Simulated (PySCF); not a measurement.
Compound: C6H9NO (charge +1 and doublet state).
Structure used (GFN2-xTB), in Å, numbered top down from 1:
```xyz
17
C6H9NO angstrom
C      2.9118    0.3586   -0.8376
C      2.1969   -0.1842   -0.0297
C      1.3360   -0.8566    0.8969
C     -0.0203   -1.0461    0.1727
O     -0.2876   -2.1026   -0.3295
N     -0.8485    0.0379    0.1320
C     -2.2162   -0.2377   -0.1945
C     -0.5192    1.3166    0.6813
H      3.5820    0.8308   -1.4992
H      1.7321   -1.8526    1.1144
H      1.2034   -0.2926    1.8224
H     -2.2483   -1.1072   -0.8580
H     -2.6701    0.6337   -0.6653
H     -2.8130   -0.4857    0.6918
H     -0.6373    1.3283    1.7730
H     -1.2088    2.0627    0.2864
H      0.5001    1.6086    0.4309
```

The hyperfine couplings belong to this conformer and change with its torsions.

Identity: `[CH+]=[C]CC(=O)N(C)C` [radical] (charge +1).

Computed, not measured: PySCF 2.14.0, UKS B3LYP, pcH-1 on C H N O, non-relativistic, mean-field spin-orbit, GIAO. Geometry: GFN2-xTB, one conformer, isolated ion. The geometry wasn't refined by DFT: couplings that depend on bond lengths, twists or pyramidal angles can differ widely from those at the functional's own minimum, by a factor of two or more for some ions and for spin on atoms past the first row. The SCF solution wasn't tested for stability.

(1) What is the g tensor, term by term?

(2) Average each term over the three axes. Which is largest in size?

(3) At 9.372 GHz, how far is the centre of the isotropic spectrum from where a free electron (g = 2.002319) resonates?

(4) In a frozen sample, at which fields do the three g values resonate at 9.5, 34, 94 and 263 GHz (hyperfine left aside), and which band first spreads them over more than twice a line width of 1.0 mT?

Results:

(1) 
| Δg (ppt) | 1 | 2 | 3 |
| --- | --- | --- | --- |
| relativistic mass correction | -0.23 | -0.23 | -0.23 |
| gauge correction | 0.02 | 0.03 | 0.04 |
| orbital Zeeman/spin–orbit | 1.33 | 4.21 | 7.74 |
| total | 1.12 | 4.00 | 7.54 |

So g = 2.00344, 2.00632, 2.00986 and g_iso = 2.00654; the tensor is rhombic: the two nearest values differ by 45 % of g3 − g1. 

(2) The orbital-Zeeman/spin–orbit term 4.43, the mass correction -0.23 and the gauge correction 0.03 ppt, for a total of 4.22 ppt. The orbital-Zeeman/spin–orbit term is the largest in size. The mass correction is the same along every axis, so the anisotropy comes from the other two: their spans along these axes are 0.01 (gauge) and 6.41 ppt (orbital Zeeman/spin–orbit).

(3) B = hν/(g μB) with μB/h = 13.99624 MHz/mT gives 334.42 mT for the free electron and 333.71 mT at g_iso, 0.70 mT lower.

(4) 
```json
{"band": "X", "GHz": "9.5", "B(g3) mT": "337.71", "B(g2) mT": "338.31", "B(g1) mT": "338.79", "spread mT": "1.08"}
{"band": "Q", "GHz": "34.0", "B(g3) mT": "1208.65", "B(g2) mT": "1210.79", "B(g1) mT": "1212.53", "spread mT": "3.87"}
{"band": "W", "GHz": "94.0", "B(g3) mT": "3341.58", "B(g2) mT": "3347.47", "B(g1) mT": "3352.28", "spread mT": "10.71"}
{"band": "J", "GHz": "263.0", "B(g3) mT": "9349.30", "B(g2) mT": "9365.78", "B(g1) mT": "9379.25", "spread mT": "29.95"}
```

The spread grows in proportion to the frequency. Q band is the first where it exceeds 2.0 mT.

The largest Mulliken spin populations are on N6 (+0.42), O5 (+0.30), C1 (+0.18) and C4 (-0.09). Three atoms exceed +0.15. The positive populations add up to 1.11 and the negative ones to -0.11, together 2S = 1.

The HOMO–LUMO gaps are 6.91 eV among the α and 1.59 eV among the β orbitals.

The SMILES draws the unpaired electron on C2; the largest computed Mulliken spin population is on N6 (0.42 against 0.03).
